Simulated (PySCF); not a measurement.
# How the method changes the constants of GeCl

State: ²Π (doublet), unpaired electrons π ↑. Set-up: PySCF, no relativity, basis sets Ge pcseg-1, Cl pcseg-1. De refers to Ge + Cl in their high-spin ground configurations, without counterpoise correction. The functionals are run spin-unrestricted. A positive dipole means Ge(−)Cl(+).

| Level | Re (Å) | ωe (cm⁻¹) | De (eV) | μ (D) | CPU s a point (SCF and correlation, without the integrals) |
| --- | --- | --- | --- | --- | --- |
| UHF | 2.214 | 385 | 2.55 | -2.50 | 0.077 |
| UHF-MP2 | 2.206 | 395 | 3.63 | n/a | 0.12 |
| UHF-SCS-MP2 | 2.214 | 389 | 3.52 | n/a | n/a |
| UHF-CCSD | 2.214 | 389 | 3.39 | n/a | n/a |
| UHF-CCSD(T) | 2.217 | 386 | 3.49 | n/a | 1.2 |
| PBE | 2.222 | 379 | 4.17 | -1.89 | 0.39 |
| TPSS | 2.220 | 381 | 4.07 | -1.93 | 0.5 |
| r²SCAN | 2.201 | 393 | 4.08 | -1.84 | 0.49 |
| r²SCANh | 2.196 | 397 | 4.00 | -1.89 | 0.5 |
| PBE0 | 2.201 | 394 | 3.97 | -2.00 | 0.66 |
| r²SCAN0 | 2.189 | 401 | 3.90 | -1.96 | 1.3 |

(1) Which functional lies closest to UHF-CCSD(T) in De, which farthest, and by how much do they differ from it?

(2) What does a quarter of exact exchange do here, going from PBE to PBE0?

(3) What does a quarter of exact exchange do here, going from r²SCAN to r²SCAN0?

Correlated steps freeze 14 core orbitals. Correlated levels converge slowly with the basis: in double zeta they bind strong bonds too weakly, by up to about 1 eV, and carry superposition errors of some tenths. Spin–orbit coupling is left out. The state is the lowest determinant that a PBE0 search found; another state may lie lower at other levels.

The whole job (state search and all levels along the bond) took about 1.2 min on 1 thread of Intel Xeon 6975P-C (shared host), peak memory 0.48 GiB.

Results:

(1) Closest is r²SCAN0 (-2.8 pm in Re, +3.9 % in ωe, +0.41 eV in De against UHF-CCSD(T) in the same basis), farthest PBE (+0.5 pm in Re, -1.8 % in ωe, +0.68 eV in De). CCSD(T) converges more slowly with the basis than the functionals do and binds too weakly in this one, so the order can change at the basis-set limit.

(2) PBE0 less PBE: -2.1 pm in Re, +4.0 % in ωe, -0.20 eV in De. Exact exchange removes part of the self-interaction that spreads semilocal densities, and in most molecules shortens and stiffens the bond and lowers De; so it does here.

(3) r²SCAN0 less r²SCAN: -1.2 pm in Re, +2.0 % in ωe, -0.18 eV in De. Exact exchange removes part of the self-interaction that spreads semilocal densities, and in most molecules shortens and stiffens the bond and lowers De; so it does here.
